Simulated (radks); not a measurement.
The numbers below are computed, except where a source is named.
All-electron atom: Xe V in [Kr] 4d10 5s2 5p2 (the NIST ground configuration).

Level of theory: Dirac Kohn-Sham, PBE, spin-unpolarised, spherical densities, point nucleus; open shells are shared between the two j in proportion to 2j + 1 (a radial shooting solver on a logarithmic mesh with Libxc functionals).

Energy parts (hartree):
total: -7446.28345
kinetic: 7911.63826
electron-nucleus: -18020.84581
Hartree: 2848.64076
exchange-correlation: -185.71666

Orbitals (lengths in bohr, moments of r in powers of bohr; r(max) is where P^2 peaks; r(90%) holds 90 % of the orbital's charge):
orbital,occ.,eigenvalue (hartree),<1/r>,r(max),r(90%),<r^4>
1s1/2,2,-1264.009,58.12,0.01715,0.0480,2.434e-06
2s1/2,2,-198.1259,13.59,0.09710,0.177,0.0004111
2p1/2,2,-186.2409,13.57,0.07438,0.158,0.0002617
2p3/2,4,-174.3099,12.47,0.07927,0.166,0.0003164
3s1/2,2,-41.91171,4.860,0.2791,0.450,0.01747
3p1/2,2,-36.97338,4.770,0.2656,0.445,0.01658
3p3/2,4,-34.70685,4.499,0.2764,0.462,0.01918
3d3/2,4,-26.02127,4.356,0.2241,0.438,0.01542
3d5/2,6,-25.54225,4.286,0.2272,0.443,0.01614
4s1/2,2,-8.97314,1.969,0.6612,1.03,0.4913
4p1/2,2,-7.22352,1.861,0.6769,1.09,0.6026
4p3/2,4,-6.77025,1.773,0.7010,1.13,0.6963
4d3/2,4,-3.93630,1.536,0.7425,1.31,1.254
4d5/2,6,-3.86245,1.514,0.7508,1.32,1.315
5s1/2,2,-2.26794,0.7711,1.564,2.44,15.27
5p1/2,0.666667,-1.80407,0.6879,1.718,2.72,23.69
5p3/2,1.33333,-1.73516,0.6626,1.777,2.81,26.83

The highest occupied level is 5p3/2 at -47.216 eV. Summed over all electrons, <r^2> = 30.80 bohr^2, which gives a Langevin (diamagnetic) susceptibility term of -24.4 x 10^-6 cm^3/mol.
